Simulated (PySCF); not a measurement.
CAuClO, multiplicity 1. Atoms are numbered in the order given.

```xyz
4

Au     0.0000     0.0000     0.0240
Cl     0.0000     0.0000    -2.2283
O      0.0000     0.0000     3.0553
C      0.0000     0.0000     1.9237
```
Charge 0, spin multiplicity 1.

Coordinates come from a PBE0-D3(BJ)/def2-SVP optimisation. The spin state was assumed, not searched. The isomer is the one that the SMILES or the coordinates give; other isomers of the formula were not compared. The def2 effective core potentials stand for the cores of Au; spin–orbit coupling is left out.

Level of theory: TDA-PBE/def2-SVPD run with PySCF.

Vertical excitations; the highest root listed may be one member of a degenerate set. Isolated molecule, no solvent. State labels are in the subgroup C2v.

Computed UV-visible absorptions:
```
state  symmetry  energy (eV)  λ (nm)      f                                   main pairs
-----  --------  -----------  ------  -----  -------------------------------------------
S1           A2         3.73     332  0.000           HOMO→LUMO 50 %, HOMO−1→LUMO+1 50 %
S2           A1         3.81     326  0.000    HOMO−1→LUMO, HOMO→LUMO+1 (degenerate set)
S3           A2         3.81     326  0.000    HOMO−1→LUMO+1, HOMO→LUMO (degenerate set)
S4           B1         4.71     263  0.023                 HOMO−2→LUMO (degenerate set)
S5           B2         4.71     263  0.023               HOMO−2→LUMO+1 (degenerate set)
S6           A1         4.78     259  0.292           HOMO→LUMO+1 43 %, HOMO−1→LUMO 43 %
S7           B1         5.42     229  0.000  HOMO−3→LUMO, HOMO−4→LUMO+1 (degenerate set)
S8           B2         5.42     229  0.000  HOMO−3→LUMO+1, HOMO−4→LUMO (degenerate set)
S9           B2         5.60     222  0.009  HOMO−4→LUMO, HOMO−3→LUMO+1 (degenerate set)
S10          B1         5.60     222  0.009  HOMO−4→LUMO+1, HOMO−3→LUMO (degenerate set)
T1           A1         3.55     349      0           HOMO−1→LUMO 50 %, HOMO→LUMO+1 50 %
T2           A1         3.62     343      0    HOMO→LUMO+1, HOMO−1→LUMO (degenerate set)
T3           A2         3.62     343      0    HOMO→LUMO, HOMO−1→LUMO+1 (degenerate set)
T4           A2         3.73     332      0           HOMO−1→LUMO+1 50 %, HOMO→LUMO 50 %
```
Triplets are in the Tamm–Dancoff approximation.
